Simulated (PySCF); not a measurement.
Heteronuclear NMR

Cartesian coordinates in Å; atom numbers follow the order of the lines, from 1:
```xyz
18

Si    2.9640   -0.5461    0.1602
O     1.3690   -0.3140    0.3176
C     0.4738    0.2575   -0.5981
C    -0.8131    0.5931    0.1284
Si   -1.0918   -0.7971    1.4114
Si   -2.2361    0.9067   -1.0854
H     3.2603   -1.0860    1.4763
H     3.2700   -1.4718   -0.9368
H     3.6387    0.7257   -0.1245
H     0.2866   -0.4705   -1.3987
H     0.9266    1.1436   -1.0615
H    -0.6451    1.5126    0.6982
H    -0.1826   -0.6846    2.5484
H    -2.4659   -0.6501    1.9094
H    -0.9596   -2.0992    0.7582
H    -1.8526    1.9560   -2.0378
H    -2.5342   -0.3154   -1.8349
H    -3.4165    1.3457   -0.3422
```

Level of theory: structure optimised with GFN2-xTB, NMR shieldings at PBE0/pcSseg-1/GIAO, in PySCF 2.14 (averaged over atoms made equivalent by symmetry, fast rotation or ring inversion, one conformer, no solvent model, non-relativistic Hamiltonian).

Task: Where does 29Si resonate?

Result: 
```
  atoms               environment  σ (ppm)  δ (ppm)
    Si1  silicon bonded to O, 3 H    387.6    -38.6
Si5/Si6  silicon bonded to C, 3 H    422.9    -67.6
```

Shieldings were converted by a linear fit to measured shifts: 29Si (scatter 8.9 ppm rms, 25.8 ppm with the 6 outliers that the fit left out vs TMS, solution or neat liquid). A few per cent of atoms miss by over 2 rms, more outside the fitted compound classes.

On a 400 MHz spectrometer 29Si resonates near 79.5 MHz, so 1 ppm is 79.5 Hz.

Task: Where does 17O resonate?

Result: 
```
atoms             environment  σ (ppm)  δ (ppm)
   O2  oxygen bonded to C, Si    302.9     -9.2
```

Shieldings were converted by a linear fit to measured shifts: 17O (scatter 10.7 ppm rms, 12.2 ppm with the 3 outliers that the fit left out vs liquid water, solution or neat liquid). A few per cent of atoms miss by over 2 rms, more outside the fitted compound classes.

On a 500 MHz spectrometer 17O resonates near 67.8 MHz, so 1 ppm is 67.8 Hz.
